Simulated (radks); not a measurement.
Problem. These are the eigenvalues of the occupied orbitals of an atom or ion with whole-number occupations (hartree). Method: non-relativistic Kohn-Sham, BLYP, spin-polarised, spherical densities, point nucleus; computed with a radial shooting solver on a logarithmic mesh with Libxc functionals.

orbital  eigenvalue
1s up      -7.78006
1s down    -7.75537
2s up      -1.19483

Which element is it, and in what charge state? The configuration may be excited. Open shells, if any, are filled with parallel spins first.

Solution. Z = 5, boron, charge +2: B2+ in [He] 2s1. The list shows which subshells hold electrons but not how many an open one holds; the 1s level, -7.7801 hartree, gives Z - s = 3.9 by -(Z - s)^2/2, which with screening narrows Z to a few neighbours, and the depths of the outer levels then fix element, charge and occupations together.
